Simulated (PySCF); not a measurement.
Question: Write Cartesian coordinates for InChI=1S/C4F10/c5-1(6,3(9,10)11)2(7,8)4(12,13)14 as optimised with GFN2-xTB.

Answer: 
```xyz
14
C4F10 angstrom
F      2.4007    1.3468   -1.0010
C      1.3540    0.9835   -0.2775
F      0.5241    2.0188   -0.1978
F      1.7742    0.6902    0.9472
C      0.6386   -0.2338   -0.9441
F      0.0303    0.1926   -2.0637
F      1.5740   -1.1244   -1.3125
C     -0.3997   -0.9646   -0.0386
F      0.2384   -1.5353    0.9970
F     -0.9599   -1.9526   -0.7553
C     -1.5392   -0.0571    0.5236
F     -1.0719    0.7228    1.4933
F     -2.5088   -0.8050    1.0251
F     -2.0554    0.7176   -0.4228
```

Any rigid rotation of these coordinates is as good. Atoms count from 1 in this order. All 3 C–C bonds measure 1.559 to 1.561 Å. The C–F distances run from 1.323 Å (C11–F13, drawn single) to 1.344 Å (C8–F9, drawn single), a spread of 0.021 Å. Of the pairs four or more bonds apart, F3···F12 is among the closest relative to their van der Waals radii: 2.66 Å, 91 % of the sum of Bondi's values.

Bonds between heavy atoms (Å): F1–C2 1.323, C2–F3 1.329, C2–F4 1.327, C2–C5 1.561, C5–F6 1.344, C5–F7 1.343, C5–C8 1.559, C8–F9 1.344, C8–F10 1.343, C8–C11 1.561, C11–F12 1.329, C11–F13 1.323, C11–F14 1.328.

Structure optimised with GFN2-xTB, isolated species.

Point group: C2 (every atom within 0.08 Å of its image). No GFN2-xTB frequencies stand behind this structure, so it isn't proved a minimum. The numbers are those of one conformer (C2–C5–C8–F9 -65°).

These are computed values.
